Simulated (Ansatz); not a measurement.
Species, as SMILES: [Al][Cl] (Al-Cl) (closed-shell singlet).
Atoms: Al1, Cl2. Bonds: Al1-Cl2.

Basis-set convergence of the highest harmonic wavenumber at MP2 with Ansatz (a program for electronic structure). Each level at its own minimum, finite differences of forces, unscaled; the reference is a large set that could be run, not a limit. Cartesian d functions, on some or all atoms, in 6-311G**, 6-311+G**; all else is spherical. Cores are frozen. No added dispersion term, no relativity. Reference: the value in pcseg-3, 484 cm⁻¹, itself unsure by roughly 5 cm⁻¹ (its mean distance from cc-pV(Q+d)Z, aug-pcseg-2, aug-cc-pV(T+d)Z). Deviations are taken from unrounded values.

```tsv
basis	functions	highest harmonic wavenumber (cm⁻¹)
def2-SVP	36	517
def2-SVPD	51	465
pcseg-1	36	472
aug-pcseg-1	54	454
cc-pV(D+d)Z	46	480
aug-cc-pV(D+d)Z	64	449
6-311G**	54	490
6-311+G**	62	491
pcseg-2	68	500
aug-pcseg-2	100	479
def2-TZVP	74	482
def2-TZVPD	89	476
cc-pV(T+d)Z	78	482
aug-cc-pV(T+d)Z	110	474
def2-TZVPP	84	483
def2-TZVPPD	99	477
```

What the diffuse functions change, pair by pair:
- def2-SVP to def2-SVPD: 15 more functions, deviation 34 to -19 cm⁻¹
- pcseg-1 to aug-pcseg-1: 18 more functions, deviation -11 to -30 cm⁻¹
- cc-pV(D+d)Z to aug-cc-pV(D+d)Z: 18 more functions, deviation -4 to -35 cm⁻¹
- 6-311G** to 6-311+G**: 8 more functions, deviation 6 to 7 cm⁻¹
- pcseg-2 to aug-pcseg-2: 32 more functions, deviation 17 to -4 cm⁻¹
- def2-TZVP to def2-TZVPD: 15 more functions, deviation -2 to -8 cm⁻¹
- cc-pV(T+d)Z to aug-cc-pV(T+d)Z: 32 more functions, deviation -2 to -10 cm⁻¹
- def2-TZVPP to def2-TZVPPD: 15 more functions, deviation -1 to -6 cm⁻¹

They bring the value nearer the reference by more than 5 cm⁻¹ in 2 of 8 pairs.
